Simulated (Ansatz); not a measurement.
`[OH][GeH]([GeH3])[GeH3]` + H₂S → `[SH][GeH3]` + `[OH][GeH2][GeH3]`  (cleavage of the Ge–Ge bond)

Calculated with Ansatz (gas phase, PBE0-D4/def2-TZVP geometries, no zero-point term in ΔE). CCSD(T)/CBS is the MP2 limit (def2-TZVPP, def2-QZVPP) plus CCSD(T) − MP2 in def2-TZVPP, frozen cores. This one scheme is used for every species. DFT in def2-TZVPP. For Ge outer-core shells are correlated without core-valence functions, which leaves a few kJ/mol of doubt a bond. Scalar relativity is left out up to krypton. Each species was taken in one conformer, which may not be the lowest.

CCSD(T)/CBS gives -0.07 eV.

Problem. Another level gave -0.07 eV. Which?
A. SCS-MP2/def2-TZVPP
B. B97M-V/def2-TZVPP
C. HF/def2-TZVPP
D. revPBE-D4/def2-TZVPP

Solution. D. revPBE-D4 -0.07, SCS-MP2/def2-TZVPP -0.12, HF/def2-TZVPP -0.25, B97M-V -0.19 eV.

Largest T1 diagnostic among the species: 0.012.

From BLYP to BHLYP (50 % exact exchange), in def2-TZVPP and without D4, ΔE moves by −0.06 eV. In def2-TZVPP, CCSD(T) changes the Hartree–Fock value by +0.18 eV (the triples alone add +0.01 eV) and MP2 by +0.15 eV.
